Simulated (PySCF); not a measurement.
A geometry optimisation, step by step.

CH7FGeSi2.
Atom-mapped SMILES: `[F:1][Si@@H:2]1[SiH2:3][CH2:4][GeH2:5]1` (hydrogens: H6 on Si2; H7, H8 on Si3; H9, H10 on C4; H11, H12 on Ge5)

Method: PBE0-D3(BJ)/def2-SVP geometry optimisation, gas phase in PySCF 2.14.0; density fitting, grid level 1; the optimiser is geomeTRIC in internal coordinates, started from a GFN2-xTB structure with every atom displaced at random (about 0.01 Å). 12 of its 22 geometries are shown. The frame can shift and turn from step to step; on so coarse a grid that alone can change the energy by a few meV, and forces under 0.02 eV/Å are noise.

Step 0: E = -76109.9397 eV, largest atomic force 1.814 eV/Å
```
atom  x, y, z in Å  |  force x, y, z in eV/Å
F1     -0.559    2.789   -0.277   -0.327   1.154   0.774
Si2    -0.337    1.347   -0.940    0.353  -0.072  -0.150
Si3    -1.499   -0.409    0.079    1.751  -0.408   0.243
C4      0.231   -1.147    0.667   -1.141   0.534   0.441
Ge5     1.520    0.225    0.007    0.062  -0.636   0.600
H6     -0.296    1.702   -2.358   -0.104  -0.310  -0.776
H7     -2.197   -1.317   -0.808   -0.501  -0.526  -0.602
H8     -2.350   -0.083    1.209   -0.537   0.359   0.576
H9      0.233   -1.285    1.769    0.101   0.190  -0.263
H10     0.372   -2.137    0.250    0.215  -0.540  -0.390
H11     2.325    0.742    1.205   -0.115   0.417   0.131
H12     2.597   -0.454   -0.812    0.245  -0.162  -0.585
```

Step 2: E = -76110.2159 eV, largest atomic force 0.171 eV/Å
```
atom  x, y, z in Å  |  force x, y, z in eV/Å
F1      0.146    2.864   -0.257    0.036  -0.072  -0.098
Si2     0.370    1.381   -0.915   -0.144  -0.045   0.003
Si3    -0.996   -0.357   -0.071    0.032  -0.080   0.148
C4      0.536   -1.284    0.616   -0.060   0.014  -0.005
Ge5     2.006   -0.026    0.144    0.072   0.120  -0.013
H6      0.406    1.533   -2.402    0.069   0.077   0.003
H7     -1.758   -1.178   -1.066   -0.002   0.050  -0.033
H8     -1.936    0.064    1.016    0.008  -0.001  -0.016
H9      0.474   -1.430    1.705    0.012  -0.007   0.003
H10     0.679   -2.274    0.155    0.005   0.010  -0.013
H11     2.688    0.588    1.382   -0.016  -0.036   0.028
H12     3.089   -0.656   -0.755   -0.011  -0.029  -0.006
```

Step 4: E = -76110.2244 eV, largest atomic force 0.041 eV/Å
```
atom  x, y, z in Å  |  force x, y, z in eV/Å
F1      0.132    2.860   -0.312   -0.007   0.039   0.009
Si2     0.352    1.365   -0.934   -0.021  -0.012   0.007
Si3    -0.998   -0.367   -0.049    0.013  -0.016  -0.016
C4      0.542   -1.282    0.618   -0.010   0.004   0.026
Ge5     2.006   -0.007    0.148   -0.011   0.017  -0.023
H6      0.428    1.527   -2.418    0.016  -0.026  -0.005
H7     -1.767   -1.164   -1.056   -0.005  -0.006   0.003
H8     -1.933    0.061    1.037    0.007   0.013   0.004
H9      0.492   -1.438    1.707    0.001  -0.015  -0.002
H10     0.693   -2.265    0.146   -0.001   0.002  -0.013
H11     2.670    0.585    1.406    0.004   0.006   0.003
H12     3.087   -0.652   -0.742    0.014  -0.006   0.006
```

Step 6: E = -76110.2259 eV, largest atomic force 0.062 eV/Å
```
atom  x, y, z in Å  |  force x, y, z in eV/Å
F1      0.100    2.864   -0.363   -0.005  -0.035  -0.021
Si2     0.333    1.354   -0.949    0.041   0.038   0.025
Si3    -0.996   -0.378   -0.037   -0.022   0.009  -0.045
C4      0.551   -1.278    0.625    0.022   0.013   0.009
Ge5     2.002    0.018    0.154   -0.009  -0.037   0.013
H6      0.442    1.477   -2.436   -0.022  -0.012  -0.002
H7     -1.771   -1.184   -1.035   -0.008  -0.007   0.020
H8     -1.925    0.068    1.047    0.009   0.001   0.006
H9      0.507   -1.449    1.712   -0.003  -0.007   0.000
H10     0.710   -2.254    0.140    0.005   0.011  -0.008
H11     2.655    0.619    1.413   -0.007   0.008  -0.005
H12     3.095   -0.631   -0.721   -0.001   0.018   0.008
```

Step 8: E = -76110.2290 eV, largest atomic force 0.082 eV/Å
```
atom  x, y, z in Å  |  force x, y, z in eV/Å
F1      0.018    2.852   -0.521    0.011  -0.057  -0.028
Si2     0.300    1.312   -1.000    0.059   0.043   0.009
Si3    -0.992   -0.405   -0.014   -0.022   0.016  -0.028
C4      0.581   -1.268    0.637    0.021   0.020  -0.020
Ge5     1.990    0.079    0.179    0.027  -0.065   0.042
H6      0.445    1.327   -2.489   -0.044   0.017  -0.001
H7     -1.798   -1.252   -0.950   -0.018   0.001   0.023
H8     -1.880    0.092    1.083    0.008  -0.013   0.009
H9      0.545   -1.478    1.716   -0.005  -0.004   0.001
H10     0.767   -2.220    0.116    0.011   0.011  -0.001
H11     2.592    0.729    1.440   -0.034   0.008  -0.003
H12     3.137   -0.546   -0.645   -0.014   0.022  -0.002
```

Step 10: E = -76110.2366 eV, largest atomic force 0.047 eV/Å
```
atom  x, y, z in Å  |  force x, y, z in eV/Å
F1     -0.039    2.827   -0.681    0.001   0.005  -0.011
Si2     0.282    1.268   -1.052    0.014   0.007   0.008
Si3    -0.987   -0.420    0.010    0.007   0.004  -0.005
C4      0.609   -1.264    0.631   -0.007   0.001  -0.007
Ge5     1.980    0.128    0.207    0.033  -0.034  -0.002
H6      0.431    1.191   -2.539   -0.014   0.002  -0.001
H7     -1.849   -1.295   -0.845   -0.016   0.004   0.010
H8     -1.811    0.121    1.136    0.009  -0.002   0.009
H9      0.582   -1.519    1.701    0.002  -0.009  -0.001
H10     0.822   -2.188    0.071    0.003   0.005  -0.007
H11     2.499    0.828    1.477   -0.035   0.012   0.005
H12     3.184   -0.454   -0.563    0.002   0.005   0.001
```

Step 11: E = -76110.2394 eV, largest atomic force 0.055 eV/Å
```
atom  x, y, z in Å  |  force x, y, z in eV/Å
F1     -0.020    2.829   -0.690    0.004   0.027   0.016
Si2     0.291    1.267   -1.057   -0.010   0.013   0.028
Si3    -0.985   -0.409    0.018   -0.005  -0.010  -0.028
C4      0.610   -1.274    0.612   -0.001  -0.012   0.030
Ge5     1.984    0.118    0.209   -0.013  -0.004  -0.053
H6      0.417    1.197   -2.545    0.011  -0.037   0.001
H7     -1.878   -1.267   -0.824   -0.007  -0.002   0.009
H8     -1.780    0.129    1.166    0.012   0.017   0.003
H9      0.584   -1.541    1.679    0.007  -0.017  -0.007
H10     0.819   -2.193    0.041   -0.009   0.010  -0.021
H11     2.463    0.821    1.492   -0.007   0.011   0.001
H12     3.199   -0.453   -0.549    0.018   0.004   0.021
```

Step 13: E = -76110.2468 eV, largest atomic force 0.150 eV/Å
```
atom  x, y, z in Å  |  force x, y, z in eV/Å
F1      0.062    2.845   -0.699    0.010   0.003   0.012
Si2     0.318    1.270   -1.055   -0.044   0.032   0.048
Si3    -0.982   -0.365    0.053   -0.020  -0.031  -0.027
C4      0.602   -1.317    0.529    0.006  -0.004   0.093
Ge5     1.986    0.083    0.208   -0.097   0.056  -0.100
H6      0.389    1.182   -2.546    0.041  -0.053   0.002
H7     -1.989   -1.154   -0.725    0.007  -0.006   0.001
H8     -1.652    0.181    1.275    0.018   0.037  -0.007
H9      0.594   -1.657    1.577    0.012  -0.042  -0.019
H10     0.783   -2.196   -0.109   -0.024   0.024  -0.048
H11     2.334    0.794    1.529    0.053  -0.013   0.004
H12     3.258   -0.441   -0.485    0.038  -0.002   0.043
```

Step 15: E = -76110.2582 eV, largest atomic force 0.123 eV/Å
```
atom  x, y, z in Å  |  force x, y, z in eV/Å
F1      0.177    2.870   -0.718   -0.009  -0.024  -0.034
Si2     0.347    1.276   -1.038   -0.033   0.015   0.030
Si3    -0.977   -0.298    0.121   -0.014  -0.033  -0.007
C4      0.578   -1.368    0.401    0.006   0.025   0.121
Ge5     1.977    0.040    0.209   -0.084   0.062  -0.044
H6      0.373    1.123   -2.526    0.037  -0.008   0.002
H7     -2.127   -0.982   -0.549    0.008   0.000  -0.010
H8     -1.447    0.264    1.426    0.014   0.022  -0.007
H9      0.603   -1.856    1.388    0.000  -0.041  -0.028
H10     0.700   -2.145   -0.369   -0.011   0.034  -0.050
H11     2.176    0.727    1.575    0.071  -0.042   0.012
H12     3.324   -0.429   -0.367    0.016  -0.010   0.016
```

Step 17: E = -76110.2674 eV, largest atomic force 0.102 eV/Å
```
atom  x, y, z in Å  |  force x, y, z in eV/Å
F1      0.175    2.880   -0.748   -0.017  -0.008  -0.037
Si2     0.341    1.279   -1.022    0.003  -0.024   0.005
Si3    -0.984   -0.280    0.149    0.003  -0.010   0.000
C4      0.566   -1.366    0.381   -0.015   0.049  -0.010
Ge5     1.969    0.043    0.220    0.057  -0.001   0.084
H6      0.404    1.074   -2.503    0.004   0.024  -0.003
H7     -2.151   -0.948   -0.507   -0.008   0.008   0.009
H8     -1.416    0.303    1.457    0.000  -0.006   0.002
H9      0.607   -1.931    1.324   -0.008  -0.014  -0.004
H10     0.663   -2.078   -0.455    0.016   0.000  -0.002
H11     2.210    0.678    1.605   -0.009  -0.011  -0.004
H12     3.321   -0.429   -0.349   -0.026  -0.008  -0.040
```

Step 19: E = -76110.2704 eV, largest atomic force 0.033 eV/Å
```
atom  x, y, z in Å  |  force x, y, z in eV/Å
F1      0.157    2.879   -0.788   -0.006   0.010  -0.001
Si2     0.342    1.274   -1.018    0.008   0.011   0.016
Si3    -0.988   -0.272    0.162    0.003   0.004  -0.033
C4      0.562   -1.357    0.376   -0.003  -0.014  -0.016
Ge5     1.972    0.048    0.239    0.010  -0.005   0.026
H6      0.426    1.049   -2.494    0.003  -0.018   0.001
H7     -2.162   -0.934   -0.485   -0.008   0.000   0.013
H8     -1.410    0.313    1.473    0.007  -0.001   0.005
H9      0.603   -1.955    1.298   -0.005   0.004   0.004
H10     0.661   -2.041   -0.483    0.010  -0.004   0.008
H11     2.233    0.654    1.632   -0.008   0.010  -0.004
H12     3.307   -0.434   -0.361   -0.009   0.001  -0.019
```

Step 21: E = -76110.2714 eV, largest atomic force 0.021 eV/Å
```
atom  x, y, z in Å  |  force x, y, z in eV/Å
F1      0.149    2.878   -0.813    0.001  -0.005  -0.003
Si2     0.343    1.271   -1.019   -0.006   0.011   0.011
Si3    -0.988   -0.268    0.165   -0.002  -0.001  -0.012
C4      0.562   -1.355    0.375    0.002  -0.019  -0.007
Ge5     1.972    0.051    0.248   -0.016   0.005  -0.013
H6      0.437    1.022   -2.491    0.002  -0.008  -0.001
H7     -2.174   -0.928   -0.465   -0.003   0.000   0.005
H8     -1.392    0.319    1.481    0.005   0.003   0.002
H9      0.598   -1.959    1.293   -0.001   0.011   0.006
H10     0.667   -2.035   -0.487    0.002   0.001   0.003
H11     2.233    0.659    1.638    0.008  -0.003   0.001
H12     3.297   -0.431   -0.373    0.007   0.004   0.008
```

**Question.** Summarise the path.

**Answer.** The energy falls by 0.3316 eV from step 0 to step 21; nine tenths of that is first reached at step 11. It falls at every step. The largest force goes from 1.814 to 0.021 eV/Å. Among the bonds Si3–C4 changes most, from 1.971 to 1.905 Å; the atoms move by 0.553 Å rms after alignment.

The cost below is that of the whole optimisation. On one thread, Arm Neoverse V1 (aarch64), shared host with 32 logical CPUs at a one-minute load of 38, this took 3.2 min of wall time and 0.51 GiB of memory at its peak.
